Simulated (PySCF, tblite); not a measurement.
Isomers of C2H12N2Si3. Calculated harmonic vibrations of the isolated species, GFN2-xTB (tblite), most abundant isotopes, no scaling. Errors from tens to a few hundred cm⁻¹ against measured bands are possible. Modes of hydrogen on silicon can be 10 to 20 % off. One conformer each.

Electronic energies: PBE0/pcSseg-1 single points on the GFN2-xTB geometries (PySCF, gas phase).

```tsv
SMILES	electronic energy, lowest = 0 (kcal/mol)
C=N[Si@@H](N)C[SiH2][SiH3]	19.6
C=N[SiH2]N[SiH2]C[SiH3]	11.0
C=N[SiH2]N([SiH3])[SiH2]C	0.0
```

**Question.** How do GFN2-xTB zero-point energies change the relative energies?

**Answer.** 
```json
{"SMILES": "C=N[SiH2]N([SiH3])[SiH2]C", "ZPE (kcal/mol)": "80.9", "of it from modes above 1550 cm⁻¹": "46.2", "electronic (kcal/mol)": "0.0", "with ZPE, lowest = 0 (kcal/mol)": "0.0", "lowest mode (cm⁻¹)": "24", "rings": "0"}
{"SMILES": "C=N[SiH2]N[SiH2]C[SiH3]", "ZPE (kcal/mol)": "80.6", "of it from modes above 1550 cm⁻¹": "46.6", "electronic (kcal/mol)": "11.0", "with ZPE, lowest = 0 (kcal/mol)": "10.6", "lowest mode (cm⁻¹)": "19", "rings": "0"}
{"SMILES": "C=N[Si@@H](N)C[SiH2][SiH3]", "ZPE (kcal/mol)": "81.6", "of it from modes above 1550 cm⁻¹": "48.2", "electronic (kcal/mol)": "19.6", "with ZPE, lowest = 0 (kcal/mol)": "20.3", "lowest mode (cm⁻¹)": "12", "rings": "0"}
```

The zero-point energies span 1.0 kcal/mol, from `C=N[SiH2]N[SiH2]C[SiH3]` to `C=N[Si@@H](N)C[SiH2][SiH3]`. The order is unchanged.

**Question.** And how do the electronic energies of GFN2-xTB itself compare?

**Answer.** `C=N[SiH2]N([SiH3])[SiH2]C` 0.0; `C=N[SiH2]N[SiH2]C[SiH3]` 18.2; `C=N[Si@@H](N)C[SiH2][SiH3]` 49.5 kcal/mol, lowest = 0. Against the energies above, taken from the same isomer `C=N[SiH2]N([SiH3])[SiH2]C`, the largest difference is 29.9 kcal/mol.
